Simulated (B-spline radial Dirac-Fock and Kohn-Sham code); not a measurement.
## Photoionisation of thallium ions at Al Kα (taken as 1486.9 eV)

The computed values come from a radial B-spline solver: the independent-particle Dirac-Slater model, thresholds from Dirac-Fock. Cross sections in kb; a dash marks an empty subshell or a threshold above the photon energy.

```csv
ion,configuration,total,4p1/2,4p3/2,4f7/2,5d5/2,6s
Tl,[Xe] 4f14 5d10 6s2 6p1,784.6,29.8,87.3,157,18.9,0.851
Tl⁺,[Xe] 4f14 5d10 6s2,784.7,29.8,87.3,157,19.1,0.936
Tl⁷⁺,[Xe] 4f14 5d6,780.6,29.8,87.4,158,15.4,–
```
